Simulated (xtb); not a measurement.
Au2, singlet, geometry from GFN2-xTB (such geometries of metal compounds can be far from the true shape); xtb with GFN0-xTB.

xtb was given this input:
```
$ xtb mol.xyz --gfn 0 --grad --json

# file mol.xyz
2

Au    -0.00000000    -0.00000000    -1.24843889
Au     0.00000000     0.00000000     1.24843889
```

The log (banner, timings and long lists left out):

```
   ID    Z sym.   atoms
    1   79 Au     1, 2

           -------------------------------------------------
          |                Calculation Setup                |
           -------------------------------------------------

           -------------------------------------------------
          |                 G F N 0 - x T B                 |
           -------------------------------------------------

          ...................................................
          :                      SETUP                      :
          :.................................................:
          :  # basis functions                  20          :
          :  # atomic orbitals                  18          :
          :  # shells                            6          :
          :  # electrons                        22          :
          :  electronic temp.          300.0000000     K    :
          :  accuracy                    1.0000000          :
          :  -> integral cutoff          0.2500000E+02      :
          :  -> integral neglect         0.1000000E-07      :
          ...................................................

         :::::::::::::::::::::::::::::::::::::::::::::::::::::
         ::                     SUMMARY                     ::
         :::::::::::::::::::::::::::::::::::::::::::::::::::::
         :: total energy              -9.654636714496 Eh    ::
         :: gradient norm              0.026810311222 Eh/a0 ::
         :: HOMO-LUMO gap              2.063971784270 eV    ::
         ::.................................................::
         :: H0 energy                 -9.662512511725 Eh    ::
         :: repulsion energy           0.008106297977 Eh    ::
         :: electrostat energy         0.000000000000 Eh    ::
         :: -> Gsolv                   0.000000000000 Eh    ::
         ::    -> Gsasa                0.000000000000 Eh    ::
         ::    -> Gshift               0.000000000000 Eh    ::
         :: dispersion energy         -0.000230500748 Eh    ::
         :: short-range corr.          0.000000000000 Eh    ::
         :: add. restraining           0.000000000000 Eh    ::
         :: total charge              -0.000000000000 e     ::
         :::::::::::::::::::::::::::::::::::::::::::::::::::::

           -------------------------------------------------
          |                Property Printout                |
           -------------------------------------------------

    * Orbital Energies and Occupations

         #    Occupation            Energy/Eh            Energy/eV
      -------------------------------------------------------------
         1        2.0000           -0.4625702             -12.5872
         2        2.0000           -0.4538154             -12.3489
         3        2.0000           -0.4538154             -12.3489
         4        2.0000           -0.4462511             -12.1431
         5        2.0000           -0.4462511             -12.1431
         6        2.0000           -0.4438013             -12.0764
         7        2.0000           -0.4438013             -12.0764
         8        2.0000           -0.4355896             -11.8530
         9        2.0000           -0.4355896             -11.8530
        10        2.0000           -0.4269727             -11.6185
        11        2.0000           -0.3827987             -10.4165 (HOMO)
        12                         -0.3069491              -8.3525 (LUMO)
        13                         -0.1144621              -3.1147
        14                         -0.1144621              -3.1147
        15                         -0.0780674              -2.1243
        16                         -0.0078246              -0.2129
        17                         -0.0078246              -0.2129
        18                          1.0549160              28.7057
      -------------------------------------------------------------
                  HL-Gap            0.0758496 Eh            2.0640 eV
             Fermi-level            0.0000000 Eh            0.0000 eV

     #   Z          covCN         q      C6AA      α(0)
     1  79 Au       0.947    -0.000   317.828    33.833
     2  79 Au       0.947    -0.000   317.828    33.833

 Mol. C6AA /au·bohr⁶  :       1271.312051
 Mol. C8AA /au·bohr⁸  :     124202.568195
 Mol. α(0) /au        :         67.665316

Wiberg/Mayer (AO) data.
largest (>0.10) Wiberg bond orders for each atom

 ---------------------------------------------------------------------------
     #   Z sym  total        # sym  WBO       # sym  WBO       # sym  WBO
 ---------------------------------------------------------------------------
     1  79 Au   1.044 --     2 Au   1.044
     2  79 Au   1.044 --     1 Au   1.044
 ---------------------------------------------------------------------------

Topologies differ in total number of bonds
Writing topology from bond orders to xtbtopo.mol

 dipole moment from electron density (au)
     X       Y       Z
   0.0000   0.0000   0.0000  total (Debye):    0.000

           -------------------------------------------------
          | TOTAL ENERGY               -9.654636714496 Eh   |
          | GRADIENT NORM               0.026810311222 Eh/α |
          | HOMO-LUMO GAP               2.063971784270 eV   |
           -------------------------------------------------

normal termination of xtb
```
